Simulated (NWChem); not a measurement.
System: C$_{2}$H$_{7}$GaO; SMILES C(C)[O][GaH2]

The following NWChem deck was run.

```
start job
memory heap 200 mb stack 900 mb global 1100 mb
geometry units angstroms noautosym nocenter noautoz
  Ga    -0.067637    -1.048153     0.000335
  H      0.806493    -2.337195    -0.007141
  H     -1.626604    -0.926445     0.008608
  O      0.948348     0.415945    -0.001497
  C      0.668657     1.783958     0.003343
  C     -0.801071     2.154448     0.000327
  H      1.154496     2.236873     0.889303
  H      1.159819     2.243521    -0.876186
  H     -1.320221     1.759044     0.888485
  H     -0.919863     3.249181     0.002349
  H     -1.315175     1.762846    -0.892477
end
basis spherical
  Ga library def2-svp
  H library def2-svp
  O library def2-svp
  C library def2-svp
end
dft
  xc hfexch
  iterations 150
end
property
  efieldgrad
end
task dft property
```

The geometry was optimised at PBE0/def2-SVP.

Vzz is the largest principal value of the second derivative of the potential at the nucleus (NWChem prints the opposite sign); η is the asymmetry. Non-relativistic.

Atoms are numbered as in the input.

**Question.** Predict the main results of this run. (Hartree-Fock/def2-SVP.) Quantities: Vzz Ga1 (a.u.); η Ga1; Vzz O4 (a.u.); η O4.

**Answer.** 
```yaml
Vzz Ga1 (a.u.): 2.789
"η Ga1": 0.49
Vzz O4 (a.u.): 1.641
"η O4": 0.07
```
